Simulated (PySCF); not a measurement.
(silylamino)silyloxymethane (CH9NOSi2), SMILES CO[SiH2]N[SiH3].

Geometry: ωB97X-D3(BJ)/def2-SVP. One conformer was computed; it need not be the lowest.

All values below come from TDDFT-PBE/def2-SVPD run with PySCF.

Vertical excitations. Gas-phase values at a fixed geometry.

Problem. List the lowest excited states. (Estimate from the structure and the level; the computed values follow.)

Solution. 
```
state  energy (eV)  λ (nm)      f                            main pairs
-----  -----------  ------  -----  ------------------------------------
S1            5.80     214  0.003      HOMO→LUMO 66 %, HOMO−1→LUMO 33 %
S2            5.87     211  0.004      HOMO−1→LUMO 66 %, HOMO→LUMO 33 %
S3            6.43     193  0.008  HOMO→LUMO+1 80 %, HOMO−1→LUMO+1 17 %
S4            6.49     191  0.021  HOMO−1→LUMO+1 82 %, HOMO→LUMO+1 16 %
S5            6.64     187  0.016                      HOMO−2→LUMO 97 %
S6            6.81     182  0.012  HOMO→LUMO+2 77 %, HOMO−1→LUMO+2 15 %
S7            6.87     180  0.009                    HOMO−1→LUMO+2 81 %
S8            7.00     177  0.011                      HOMO→LUMO+3 71 %
S9            7.05     176  0.007                    HOMO−1→LUMO+3 87 %
S10           7.11     174  0.017                      HOMO→LUMO+4 85 %
T1            5.56     223      0                        HOMO→LUMO 94 %
T2            5.76     215      0                      HOMO−1→LUMO 94 %
T3            6.23     199      0                      HOMO→LUMO+1 98 %
T4            6.32     196      0                    HOMO−1→LUMO+1 98 %
```
Triplets are in the Tamm–Dancoff approximation, which puts them higher than full response would, so one can lie above its singlet here.
